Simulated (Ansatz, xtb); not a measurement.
## Isomers of CH7ClOSi3 in order of energy

5 gas-phase structures of CH7ClOSi3, from a drawn sample of its isomers (lower ones may exist). Each was relaxed with GFN2-xTB; where two conformers were screened, the lower at r2SCAN-D4/def2-SVP//GFN2-xTB is listed:

A. `O=C[Si@@H](Cl)[SiH2][SiH3]`, a singlet
B. `O=C[Si]([SiH3])([SiH3])Cl`, a singlet
C. `O=C[SiH2][Si@@H]([SiH3])Cl`, a singlet
D. `O=C[Si@@H]([SiH3])[SiH2]Cl`, a singlet
E. `O=C[SiH2][SiH2][SiH2]Cl`, a singlet

Task: Which do you expect lowest at r2SCAN-D4/def2-SVP//GFN2-xTB, and how would the others follow?

Result: Calculated order at r2SCAN-D4/def2-SVP//GFN2-xTB: B (0.000), E (0.008), A (0.059), D (0.076), C (0.139) eV. Less than 1 kcal/mol parts B and E; A and D, so the order within those pairs means little.

Energies above the lowest of each column, in eV; the last columns are at r2SCAN-D4/def2-SVP geometries:

```csv
structure,GFN2-xTB,HF/STO-3G,r2SCAN-D4/def2-SVP//GFN2-xTB,r2SCAN-D4/def2-SVP,CCSD(T)/def2-SVP + ΔMP2/def2-TZVPP
B,0.057,0.000,0.000,0.042,0.017
E,0.000,0.182,0.008,0.008,0.003
A,0.092,0.261,0.059,0.000,0.000
D,0.008,0.059,0.076,0.081,0.052
C,0.035,0.157,0.139,0.123,0.102
```

CCSD(T)/def2-SVP + ΔMP2/def2-TZVPP has A and B and E within 1 kcal/mol of each other at the bottom, and every level picks one of them. CCSD(T)/def2-SVP + ΔMP2/def2-TZVPP orders those it was run on as A (0.000), E (0.003), B (0.017), D (0.052), C (0.102) eV. Less than 1 kcal/mol parts A and E; E and B; B and D, so the order within those pairs means little. Flexible structures stand in one conformer each, not always the lowest. ΔMP2 is the change of the MP2 energy from the smaller to the larger basis.

Over these structures GFN2-xTB departs from r2SCAN-D4/def2-SVP//GFN2-xTB by 0.055 eV on average once a common shift is removed. A GFN2-xTB relaxation took about 0.7 s and the r2SCAN-D4/def2-SVP//GFN2-xTB energy about 7.2 s on a shared host (Ansatz 0.2.0, xtb 6.7.1).
